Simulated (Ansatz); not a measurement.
Calculated with Ansatz (gas phase, PBE0-D4/def2-TZVP geometries, no zero-point term in ΔE). CBS: MP2 limit from def2 TZ/QZ plus the TZ coupled-cluster correction, frozen cores. Functionals use def2-TZVPP. For Ge outer-core shells are correlated without core-valence functions, which leaves a few kJ/mol of doubt a bond. Scalar relativity is left out up to krypton. Each species was taken in one conformer, which may not be the lowest.

Reaction (redistribution): `[CH3][Ge]([NH2])([Cl])[Cl]` + `F[SiH2][GeH3]` → `[CH3][GeH]([NH2])[Cl]` + `F[SiH](Cl)[GeH3]`

`[CH3][Ge]([NH2])([Cl])[Cl]`:

Cartesian coordinates in Å:
```
C -0.436 -1.004 -1.010
Ge 0.575 0.169 0.150
N -0.276 1.269 1.312
Cl 1.863 -1.048 1.363
Cl 1.759 1.465 -1.089
H -1.088 -0.409 -1.650
H 0.251 -1.581 -1.628
H -1.037 -1.683 -0.404
H -0.826 2.007 0.898
H -0.784 0.815 2.057
```

`F[SiH2][GeH3]`:

Cartesian coordinates in Å:
```
F -0.069 -1.454 -1.761
Si -0.583 -0.987 -0.313
Ge 0.569 0.991 0.341
H -2.046 -0.751 -0.407
H -0.328 -2.098 0.638
H 2.082 0.740 0.433
H 0.061 1.429 1.725
H 0.314 2.130 -0.657
```

`[CH3][GeH]([NH2])[Cl]`:

Cartesian coordinates in Å:
```
C 0.484 -1.324 0.478
Ge 0.365 0.549 0.012
N -1.009 0.803 -1.158
Cl 0.048 1.630 1.884
H -0.452 -1.649 0.933
H 0.673 -1.917 -0.418
H 1.292 -1.478 1.193
H 1.625 1.171 -0.603
H -1.121 1.754 -1.481
H -1.905 0.461 -0.839
```

`F[SiH](Cl)[GeH3]`:

Cartesian coordinates in Å:
```
F 1.757 0.393 -1.383
Si 0.191 0.373 -1.074
Cl -0.677 -1.004 -2.315
Ge -0.167 -0.263 1.188
H -0.348 1.702 -1.444
H 0.517 0.736 2.134
H 0.403 -1.667 1.424
H -1.676 -0.270 1.470
```

Is it downhill or uphill in electronic energy at CCSD(T)/CBS, and by how much? (Estimate.)

Ansatz gave: Downhill: ΔE = -31.6 kJ/mol.

What do these levels give: PBE-D4, r2SCAN, CAM-B3LYP, RPA@PBE/def2-TZVPP, MP2/def2-TZVPP, SCS-MP2/def2-QZVPP? (Best estimate.)

The calculation gave: PBE-D4 -32.8, r2SCAN -33.0, CAM-B3LYP -32.3, RPA@PBE/def2-TZVPP -26.3, MP2/def2-TZVPP -28.6, SCS-MP2/def2-QZVPP -29.6 kJ/mol.

Largest T1 diagnostic among the species: 0.012.

Leaving LDA and LC-ωPBE aside and taking each functional with its dispersion term where it has one, the values, not all of them listed here, spread over 5.4 kJ/mol, from B97M-V to BHLYP-D4. LDA lies −3.4 kJ/mol from PBE without D4. At CCSD(T), def2-SVP lies +6.7 kJ/mol from the extrapolated value and def2-TZVPP +3.6 kJ/mol.
